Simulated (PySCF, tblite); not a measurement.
Species: terephthaloyl chloride, C8H4Cl2O2.
Geometry (GFN2-xTB, Å), atoms numbered from 1 in this order:
```
atom  x, y, z in Å
O1     3.475   -0.910   -0.746
C2     2.856   -0.090   -0.147
Cl3    3.726    1.176    0.726
C4     1.391   -0.005   -0.044
C5     0.721    0.985    0.674
C6    -0.657    0.989    0.716
C7    -1.392    0.006    0.043
C8    -2.857    0.092    0.145
O9    -3.476    0.913    0.742
Cl10  -3.727   -1.177   -0.725
C11   -0.722   -0.984   -0.676
C12    0.656   -0.987   -0.717
H13    1.281    1.745    1.195
H14   -1.190    1.748    1.267
H15   -1.283   -1.743   -1.197
H16    1.189   -1.747   -1.269
```

Method: PBE0/pcSseg-1 in PySCF (dipole) on a GFN2-xTB geometry, gas phase.

Take the most abundant isotopes and a rigid rotor. The values belong to one conformer with, in the numbering `[O:1]=[C:2]([Cl:3])[c:4]1[cH:5][cH:6][c:7]([C:8](=[O:9])[Cl:10])[cH:11][cH:12]1`, O1–C2–C4–C5 180°, C6–C7–C8–O9 0°.

(1) Give the principal moments of inertia and the rotational constants in MHz.

(2) Classify the top.

(3) Is it planar, by Δ = Ic − Ia − Ib?

(4) List the rotational levels J(Ka,Kc) to J = 2 (cm⁻¹).

## Answers

(1) Ia = 231.81, Ib = 1664.35, Ic = 1896.16 u·Å²; 505379 MHz·u·Å²/I gives A = 2180, B = 303.6, C = 266.5 MHz.

(2) A near-prolate asymmetric top; Ray's κ = -0.961.

(3) Planar: Δ = Ic − Ia − Ib = 0.00 u·Å². For a rigid frame Δ = −2 Σ m c², so it vanishes when all atoms lie in the ab plane; here none is more than 0.01 Å from it.

(4) Above 0(0,0):
J = 1: 1(0,1) 0.0190, 1(1,1) 0.0816, 1(1,0) 0.0829
J = 2: 2(0,2) 0.0570, 2(1,2) 0.1184, 2(1,1) 0.1221, 2(2,1) 0.3099, 2(2,0) 0.3099
Those of J = 1 are B + C, A + C and A + B.

The point group C2h allows no dipole (computed: 0.00 D), so a rigid rotor has no electric-dipole lines.

Its lowest GFN2-xTB frequency is 12 cm⁻¹, too small to tell a flat minimum from a shallow saddle. Zero-point vibration and centrifugal distortion are left out. Quadrupole hyperfine structure (35Cl) is left out.
